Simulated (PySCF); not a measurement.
# Two-component Hartree-Fock for W²⁺ (tungsten, charge +2)

Start: [Xe] 4f14 5d3 6p1; 5d5/2 filled at m_j = +1/2, +3/2, +5/2; 6p3/2 filled at m_j = +3/2. Calculated with PySCF 2.14 in x2c-SVPall-2c with one added diffuse shell each of s, d type (8s9p10d2f, 99 functions): generalised Hartree-Fock with the X2C-1e Hamiltonian and a Gaussian nucleus; one run each with spin-orbit coupling (SO) switched off, then screened by Boettger's factors. This is a chosen level, not necessarily the ground level.

```tsv
spinor shell	electrons	ε, spin-free (eV)	ε, screened SO (eV)	weight of nominal j (screened SO)	rms radius, screened SO (bohr)
1s1/2	2	-69920.4	-69899.1	1.000	0.0208
2s1/2	2	-12229.8	-12223.1	1.000	0.0838
2p1/2	2	-10702.9	-11669.7	1.000	0.0713
2p3/2	4	-10702.9	-10310.6	1.000	0.0787
3s1/2	2	-2897.3	-2895.1	1.000	0.214
3p1/2	2	-2437.3	-2648.8	1.000	0.206
3d3/2	4	-1901.9	-1939.4	1.000	0.195
3d5/2	6	-1901.9	-1875.0	1.000	0.199
4s1/2	2	-648.99	-648.35	1.000	0.478
4p1/2	2	-495.35	-544.78	1.000	0.487
4p3/2	4	-495.35	-474.84	1.000	0.519
4d3/2	4	-296.63	-304.25	1.000	0.544
4d5/2	6	-296.63	-291.05	1.000	0.556
5s1/2	2	-116.76	-116.69	1.000	1.15
5p1/2	2	-75.271	-82.494	0.966	1.32
5p3/2	4	-75.271	-72.208	0.982	1.35
4f5/2	6	-73.713	-74.713	0.987	0.666
4f7/2	8	-73.713	-72.517	0.991	0.667
5d5/2	3	-31.670	-31.463	0.615	1.93
6p3/2	1	-15.919	-15.784	1.000	4.64
```

(1) Where does 3p3/2 lie, and what is the 3p spin-orbit splitting (screened SO)?

| quantity | spin-free | screened SO |
| --- | --- | --- |
| E (hartree) | -16128.69816 | -16147.58230 |
| M_J | 6 | 6 |
| ⟨J²⟩ | 42.005 | 42.005 |
| ⟨L²⟩ | 20.004 | 21.781 |
| ⟨S²⟩ | 6.001 | 5.458 |

Each row is a mean over spinors that exchange with the open shell spreads, by up to 6.611 eV (5p3/2).

Rows whose weight is well below 1 are mixtures of j = l ± 1/2: exchange outweighs spin-orbit coupling there, and the label is only the starting occupation.

Breit and QED terms are absent; they matter most for the inner s and p1/2 levels.

Densities and radii are taken from the X2C orbitals without a picture-change correction, which distorts them close to the nucleus.

Without spin-orbit coupling the j labels of p, d and f shells carry no meaning; the spin-free column gives the mean over the occupied spinors of each nl shell.

Answers

(1) At -2349.9 eV, 298.93 eV above 3p1/2.
